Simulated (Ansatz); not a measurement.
`CCBN[SiH3]` + H₂O → `OBN[SiH3]` + `CC`  (formal hydrolysis of a B–C bond)

Computed with Ansatz on PBE0-D4/def2-TZVP structures; ΔE is electronic, products minus reactants. CBS: MP2 limit from def2 TZ/QZ plus the TZ coupled-cluster correction, frozen cores. This one scheme is used for every species. Each species was taken in one conformer, which may not be the lowest.

| species | HF/CBS(def2) energy (Eh) |
| --- | --- |
| `CCBN[SiH3]` | -449.78594 |
| H₂O | -76.06721 |
| `OBN[SiH3]` | -446.64229 |
| `CC` | -79.26645 |

**Question.** Work out ΔE.

**Answer.** ΔE = (-446.64229) + (-79.26645) − (-449.78594) − (-76.06721) = -0.05559 Eh = -146.0 kJ/mol. CCSD(T)/CBS gives -124.2 kJ/mol.

Largest T1 diagnostic among the species: 0.012.

The D4 term adds +5.1 kJ/mol with B3LYP and +3.1 kJ/mol with PBE0; it sums over pairs of atoms, weighted by their polarisabilities, and B3LYP, whose exchange is more repulsive, gets the larger term. In def2-TZVPP, CCSD(T) changes the Hartree–Fock value by +18.7 kJ/mol (the triples alone add +1.9 kJ/mol) and MP2 by +18.6 kJ/mol.

B3LYP here is the variant with VWN-RPA as its local correlation; programs differ in this.
